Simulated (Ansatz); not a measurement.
CH2AlBClF at its PBE0-D4/def2-TZVP geometry, where that method's forces vanish. Charge 0, multiplicity 1. The bonds changed during the relaxation, so this is another structure than the one it started from.

```csv
atom,x (Å),y (Å),z (Å)
F1,1.4629,-0.3161,1.6227
C2,0.8236,0.2929,0.6467
Cl3,-0.9243,-2.5895,0.5556
B4,0.6301,1.3662,-0.1500
Al5,-0.6606,-0.6850,-0.2652
H6,0.2339,2.1133,-0.9636
H7,-1.5656,-0.1818,-1.4462
```

**Question.** For each bond, give half the difference of the two atoms' forces along it (eV/Å; positive pushes the atoms apart) under PBE-D4, r2SCAN-D4, B3LYP-D4, ωB97M-V in def2-TZVPP. (Best estimate.)

**Answer.** Ansatz gave: 
```csv
bond,length (Å),PBE-D4,r2SCAN-D4,B3LYP-D4,ωB97M-V
F1–C2,1.316,0.27,0.22,0.53,0.56
C2–B4,1.351,0.28,0.07,-0.22,-0.33
C2–Al5,1.998,0.01,-0.05,-0.09,-0.07
Cl3–Al5,2.091,0.22,0.04,0.10,0.07
B4–Al5,2.426,0.08,0.07,0.12,-0.03
B4–H6,1.173,-0.16,-0.14,-0.12,-0.07
Al5–H7,1.571,-0.03,-0.05,-0.14,-0.18
```

B3LYP here is the variant with VWN-RPA as its local correlation; programs differ in this.
